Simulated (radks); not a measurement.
Values are calculated unless marked as measured or tabulated.
Task: V+, configuration [Ar] 3d4. Code: a radial shooting solver on a logarithmic mesh with Libxc functionals. Model: Dirac Kohn-Sham, PBE, spin-unpolarised, spherical densities, point nucleus; open shells fill j = l - 1/2 first.

Spin-orbit splittings of the eigenvalues, e(l+1/2) - e(l-1/2), with zeta = 2 splitting/(2l+1) and mean radii in bohr:

shell  occ.  splitting (eV)  zeta (eV)  <r> j=l-1/2  <r> j=l+1/2
2p        6           7.105      4.737       0.2721       0.2749
3p        6          0.8106     0.5404        1.024        1.033
3d        4               ?          ?        1.551        1.558

Estimate the 3d splitting.

Result: 0.05806 eV (zeta = 0.02322 eV).
